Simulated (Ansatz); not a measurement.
Reaction (redistribution): `[Cl][AlH][GeH3]` + `CC[SiH]` → `[CH3][GeH2][AlH][Cl]` + `C[SiH]`

Calculated with Ansatz (gas phase, PBE0-D4/def2-TZVP geometries, no zero-point term in ΔE). CCSD(T)/CBS adds triple-zeta CCSD(T) − MP2 to the extrapolated MP2 energy (def2 sets, frozen cores). This one scheme is used for every species. Functionals use def2-TZVPP. B3LYP here is the variant with VWN-RPA as its local correlation; programs differ in this. For Ge outer-core shells are correlated without core-valence functions, which leaves a few kJ/mol of doubt a bond. Scalar relativity is left out up to krypton. Each species was taken in one conformer, which may not be the lowest.

```json
{"level": "PBE0-D4", "ΔE (eV)": "-0.38"}
{"level": "ωB97M-V", "ΔE (eV)": "-0.39"}
{"level": "PBE", "ΔE (eV)": "-0.37"}
{"level": "B3LYP", "ΔE (eV)": "-0.38"}
{"level": "MP2/def2-TZVPP", "ΔE (eV)": "-0.44"}
{"level": "CCSD/def2-TZVPP", "ΔE (eV)": "-0.41"}
{"level": "CCSD(T)/def2-TZVPP", "ΔE (eV)": "-0.41"}
{"level": "CCSD/CBS(def2)", "ΔE (eV)": "-0.40"}
```

Q: What does CCSD(T)/CBS give? (Estimate.)

A: Ansatz gave: -0.41 eV. The listed levels differ from it by 0.03, 0.02, 0.04, 0.03, -0.03, 0.00, 0.00, 0.01 eV.

Largest T1 diagnostic among the species: 0.012.

In def2-TZVPP, CCSD(T) changes the Hartree–Fock value by −0.05 eV (the triples alone add −0.00 eV) and MP2 by −0.08 eV.
